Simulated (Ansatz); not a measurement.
Tl3Cl3⁺. The state is a doublet with charge 1. Geometry PBE-D4/def2-SVP.

```xyz
6

Tl   -0.7797   -2.7106    0.9567
Tl   -2.1834    2.9556    0.3985
Tl    2.5931    0.0956   -1.4662
Cl    0.3418    1.7097   -0.3610
Cl    1.4914   -2.2423   -0.5230
Cl   -1.4633    0.1919    0.9950
```

In the def2 sets Tl takes a core potential; there is no spin–orbit coupling. In the doublet, Cl4 and Cl6 lie 2.72 Å apart (atoms count from 1), so these atoms are partly bonded to each other. Another isomer (doublet) lies 0.22 eV lower at PBE0-D4/def2-TZVP; other spin states weren't run for this one.

(1) Estimate the α-spin orbital energies around the gap (eV) in Ansatz with PBE-D4/def2-SVP, PBE-D4/def2-TZVP, r2SCANh-D4/def2-TZVP, PBE0-D4/def2-SVP, PBE0-D4/def2-TZVP.

Results:

(1) 
```tsv
orbital	PBE-D4/def2-SVP	PBE-D4/def2-TZVP	r2SCANh-D4/def2-TZVP	PBE0-D4/def2-SVP	PBE0-D4/def2-TZVP
HOMO−9	-13.09	-13.15	-13.97	-14.40	-14.49
HOMO−8	-12.63	-12.73	-13.67	-14.00	-14.07
HOMO−7	-11.35	-11.47	-12.51	-12.90	-13.04
HOMO−6	-11.32	-11.42	-12.32	-12.72	-12.79
HOMO−5	-11.00	-11.07	-11.86	-12.18	-12.32
HOMO−4	-10.62	-10.78	-11.80	-12.14	-12.22
HOMO−3	-10.32	-10.43	-11.47	-11.84	-11.96
HOMO−2	-10.16	-10.34	-11.03	-11.33	-11.50
HOMO−1	-10.12	-10.27	-10.94	-11.22	-11.37
HOMO	-9.86	-9.96	-10.59	-10.81	-10.90
LUMO	-5.91	-5.96	-5.50	-5.26	-5.31
LUMO+1	-5.61	-5.66	-5.16	-4.96	-5.01
LUMO+2	-5.48	-5.54	-4.99	-4.72	-4.77
LUMO+3	-5.32	-5.40	-4.84	-4.58	-4.67
LUMO+4	-5.23	-5.33	-4.76	-4.51	-4.59
LUMO+5	-4.62	-4.71	-4.07	-3.86	-3.96
β HOMO	-10.02	-10.10	-10.63	-10.85	-10.94
β LUMO	-9.16	-9.28	-9.00	-8.46	-8.55
```
